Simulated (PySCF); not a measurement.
**UHF on Au (gold, neutral)**

Configuration: [Xe] 4f14 5d10 6s1, 2S determinant. Calculation: PySCF 2.14, in aug-cc-pwCVTZ-PP with ECP60MDF; scalar relativity through the core potential.

```json
{
 "Total energy": "-134.781748 hartree",
 "One-electron energy": "-239.0597 hartree",
 "Hartree (Coulomb) energy": "116.2523 hartree",
 "Exchange energy": "-11.9743 hartree",
 "⟨S²⟩": "0.7528",
 "⟨L²⟩": "0.000",
 "Sum of ⟨r⟩": "27.65 bohr",
 "Sum of ⟨r²⟩": "51.41 bohr²"
}
```

| shell | electrons | mean orbital energy (hartree) | rms radius, mean of both spins (bohr) |
| --- | --- | --- | --- |
| 5s α | 1 | -4.66222 | 1.01 |
| 5s β | 1 | -4.66043 | 1.01 |
| 5p β | 3 | -2.72963 | 1.16 |
| 5p α | 3 | -2.72567 | 1.16 |
| 5d α | 5 | -0.45648 | 1.74 |
| 5d β | 5 | -0.44811 | 1.74 |
| 6s α | 1 | -0.29224 | 3.30 |

Energies and moments cover only the electrons outside the core potential. Spin-orbit coupling, which splits the p, d and f shells strongly at this Z, is absent.
